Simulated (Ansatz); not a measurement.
Cost and result for the atomization energy of C₂H₄BClS (`C=CB(S)Cl`) (9 atoms, 8 bonds).

Cartesian coordinates in Å:
```
C 0.9839 1.2861 -0.5757
C 0.4487 0.0659 -0.6326
B -0.5178 -0.4928 0.4302
S -1.1421 -2.1583 0.2093
Cl -1.0015 0.4679 1.8257
H 0.7569 1.9609 0.2438
H 1.6633 1.6545 -1.3379
H 0.7113 -0.5694 -1.4769
H -1.9026 -2.2148 1.3143
```

The species carries charge 0 and has multiplicity 1. The geometry is a stationary point of PBE0-D4/def2-TZVP. It is one conformer, not always the lowest. Program: Ansatz. All runs use 4 threads of an Arm Neoverse V1 on a shared host. Times are those of one run each, without the atoms' runs, and a repeat can differ threefold. Electronic energies, without spin–orbit coupling; frozen cores. CCSD(T)/CBS adds CCSD(T) − MP2 in def2-TZVPP to the MP2 limit, and its time is that of the two runs behind it. T1 = 0.013. B3LYP takes the VWN-RPA correlation (the form of Gaussian; ORCA's B3LYP/G).

CCSD(T)/CBS is a level of theory with its own doubt, some kJ/mol a heavy atom from the limit and from the frozen cores, so smaller differences don't rank the functionals.

```json
{"level": "PBE-D4/def2-TZVPP (with forces)", "functions": "233", "wall time": "2.4 s", "atomization (kJ/mol)": "3637.9", "difference from CCSD(T)/CBS": "117.3", "per bond": "14.7"}
{"level": "PBE0-D4/def2-TZVPP", "functions": "233", "wall time": "2.8 s", "atomization (kJ/mol)": "3576.7", "difference from CCSD(T)/CBS": "56.1", "per bond": "7.0"}
{"level": "B3LYP-D4/def2-TZVPP (with forces)", "functions": "233", "wall time": "4.3 s", "atomization (kJ/mol)": "3532.3", "difference from CCSD(T)/CBS": "11.7", "per bond": "1.5"}
{"level": "r2SCAN-D4/def2-TZVPP (with forces)", "functions": "233", "wall time": "4.5 s", "atomization (kJ/mol)": "3569.8", "difference from CCSD(T)/CBS": "49.2", "per bond": "6.2"}
{"level": "B2PLYP/def2-TZVPP", "functions": "233", "wall time": "4.7 s", "atomization (kJ/mol)": "3497.2", "difference from CCSD(T)/CBS": "-23.4", "per bond": "-2.9"}
{"level": "ωB97X-V/def2-TZVPP", "functions": "233", "wall time": "7 s", "atomization (kJ/mol)": "3537.8", "difference from CCSD(T)/CBS": "17.2", "per bond": "2.2"}
{"level": "ωB97M-V/def2-TZVPP (with forces)", "functions": "233", "wall time": "10 s", "atomization (kJ/mol)": "3555.5", "difference from CCSD(T)/CBS": "34.9", "per bond": "4.4"}
{"level": "MP2/def2-QZVPP", "functions": "431", "wall time": "22 s", "atomization (kJ/mol)": "3569.1", "difference from CCSD(T)/CBS": "48.5", "per bond": "6.1"}
{"level": "CCSD(T)/def2-TZVPP", "functions": "233", "wall time": "90 s", "atomization (kJ/mol)": "3435.1", "difference from CCSD(T)/CBS": "-85.5", "per bond": "-10.7"}
{"level": "CCSD(T)/CBS(def2)", "functions": "–", "wall time": "110 s", "atomization (kJ/mol)": "3520.6", "difference from CCSD(T)/CBS": "0.0", "per bond": "0.0"}
```

The D4 term adds +37.0 kJ/mol with B3LYP and +19.2 kJ/mol with PBE0; it sums over pairs of atoms, weighted by their polarisabilities, and B3LYP, whose exchange is more repulsive, gets the larger term. In def2-TZVPP, CCSD(T) changes the Hartree–Fock value by +788.1 kJ/mol (the triples alone add +63.6 kJ/mol) and MP2 by +872.5 kJ/mol; breaking electron pairs costs correlation energy, which Hartree–Fock lacks. From PBE to PBE0 (25 % exact exchange), in def2-TZVPP and without D4, the atomization energy moves by −57.6 kJ/mol: exact exchange takes away binding that semilocal exchange gives to molecules.
